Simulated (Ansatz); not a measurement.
Ideal-gas functions of `CO[SiH]([O])F` radical at 500 K and 1 bar, from an Ansatz frequency run at PBE0-D4/def2-TZVP.

Molar mass 95.12 g/mol, point group C1 (symmetry number 1), electronic degeneracy 2, moments of inertia 75.012, 159.603, 213.041 u Å². Harmonic wavenumbers (cm⁻¹, unscaled): 56, 77, 157, 230, 302, 393, 707, 751, 799, 901, 967, 1166, 1184, 1226, 1485, 1497, 1502, 2254, 3042, 3115, 3138.

Use S(trans) = R[1.5 ln M + 2.5 ln T − 1.1517]; rotational temperatures θ = 24.2544 K / I; S(rot) = R[ln(√π/σ · √(T³/θAθBθC)) + 1.5]; for each mode x = 1.438777 ν̃/T, S = R[x/(eˣ − 1) − ln(1 − e⁻ˣ)] and H = RT x/(eˣ − 1); 1 cm⁻¹ = 0.0119627 kJ/mol; R = 8.31446 J/(mol·K).

Question: By hand: the entropy, in J/(mol·K).

Answer: Translation 176.4. Rotation: θ = 0.3233, 0.152, 0.1138 K, giving 116.3. Vibration, mode by mode: 23.50, 20.86, 14.99, 11.90, 9.74, 7.72, 3.71, 3.36, 3.01, 2.39, 2.06, 1.30, 1.25, 1.14, 0.62, 0.60, 0.59, 0.10, 0.01, 0.01, 0.01, in all 108.9. Electronic 5.8. Sum 407.4 J/(mol·K).

Question: By hand: H − E and G − E in kJ/mol, counted from the electronic energy.

Answer: Zero-point energy ½ × 24949 × 0.0119627 = 149.2; thermal vibration 26.0; translation, rotation and pV give 4 RT = 16.6. H − E = 191.8 kJ/mol, and G − E = 191.8 − 500 × 407.4/1000 = -11.9 kJ/mol.

Vibration gives 27 % of the entropy, 44.4 J/(mol·K) of it from the modes under 150 cm⁻¹: soft modes count most, and the harmonic formula is weakest for them. The sum counts one conformer and one mirror image; others add a mixing term.
